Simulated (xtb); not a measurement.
CH₅FO₂Si₂, SMILES O1[Si@@H](O[SiH2]C1)F. All values are semi-empirical tight-binding results from xtb (GFN2-xTB unless named), good for trends rather than for accurate numbers. The structure is a stationary point at GFN2-xTB. The structure was generated by enumeration; whether it is a known compound was not checked. The values are those of a single conformer.

```
Item                                            Value
--------------------------------------  -------------
orbital gap                                   5.41 eV
dipole moment                                  2.91 D
zero-point energy                       40.3 kcal/mol
G − E(el) at 298.15 K (modified RRHO)   20.4 kcal/mol
static polarisability (D4 model)           74.9 bohr³
solvation energy, GFN2-xTB/ALPB(water)   0.7 kcal/mol
solvation energy, GFN2-xTB/ALPB(dmso)   -2.9 kcal/mol
```
